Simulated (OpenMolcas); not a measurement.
**Ionisation energies of rubidium**

```
Program             : OpenMolcas
Basis               : ANO-RCC-VDZP [6s5p2d]
Scalar Hamiltonian  : DKH2, point nucleus
Spin-orbit coupling : state interaction with AMFI integrals over the reference wave functions, term energies averaged over their components
```

Active shells in each charge state: the valence s, p, d shells, with orbitals averaged over the low states. Where CASPT2's correlated closed shells are named, they are those of the first ion.

A. CASSCF
B. SS-CASPT2, IPEA 0.25 Eh, imaginary shift 0.1 Eh (closed shells correlated: 4s 4p)
C. SS-CASPT2, IPEA 0.25 Eh, imaginary shift 0.1 Eh (closed shells correlated: 3d 4s 4p)
D. SS-CASPT2, IPEA 0 Eh, imaginary shift 0.1 Eh (closed shells correlated: 4s 4p)
E. SS-CASPT2, IPEA 0.25 Eh, imaginary shift 0.1 Eh (closed shells correlated: none)

Energies in eV between the lowest computed levels, named as in B; reference values from the NIST Atomic Spectra Database with their kind.

```
        From           To      A      B      C      D      E  Spin-orbit share in B         Reference
Rb 5s 2S 1/2  Rb+ 4p6 1S0  3.799  4.003  4.003  4.019  3.799                 +0.000  4.177 (measured)
```

Error against the reference values, in %:

| From | Reference | A | B | C | D | E |
| --- | --- | --- | --- | --- | --- | --- |
| Rb | measured | -9.0 | -4.2 | -4.2 | -3.8 | -9.0 |

Absolute error against the one measured value: A 0.38 eV, B 0.17 eV, C 0.17 eV, D 0.16 eV, E 0.38 eV.

The lowest level within the active space need not be the ion's true ground level.
